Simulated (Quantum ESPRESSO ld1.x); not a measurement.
Q: Species: neutral zirconium. Configuration: [Kr] 4d2 5s2 (the NIST ground configuration). Method: Dirac Kohn-Sham, relativistic LDA (MacDonald-Vosko exchange, VWN5 correlation), spin-unpolarised, spherical densities, point nucleus; open shells fill j = l - 1/2 first; computed with ld1.x of Quantum ESPRESSO 7.5. Some entries of the table are withheld. Estimate them.

| orbital | occ. | eigenvalue (hartree) | <r^2> (bohr^2) |
|---|---|---|---|
| 1s1/2 | 2 | -651.296 | 0.001865 |
| 2s1/2 | 2 | -90.3379 | 0.03129 |
| 2p1/2 | 2 | -82.8333 | 0.02369 |
| 2p3/2 | 4 | -79.7032 | 0.02507 |
| 3s1/2 | 2 | -14.7847 | 0.2427 |
| 3p1/2 | 2 | -11.9736 | 0.2426 |
| 3p3/2 | 4 | -11.4742 | 0.2538 |
| 3d3/2 | 4 | -6.47819 | (1) |
| 3d5/2 | 6 | -6.38654 | (2) |
| 4s1/2 | 2 | -1.99573 | 1.672 |
| 4p1/2 | 2 | -1.23611 | 2.091 |
| 4p3/2 | 4 | -1.17013 | 2.192 |
| 5s1/2 | 2 | -0.16775 | 15.67 |
| 4d3/2 | 2 | -0.13951 | (3) |
| 4d5/2 | 0 | -0.13476 | (4) |

A: 
(1) 3d3/2 <r^2> (bohr^2): 0.2461
(2) 3d5/2 <r^2> (bohr^2): 0.2499
(3) 4d3/2 <r^2> (bohr^2): 6.515
(4) 4d5/2 <r^2> (bohr^2): 6.688
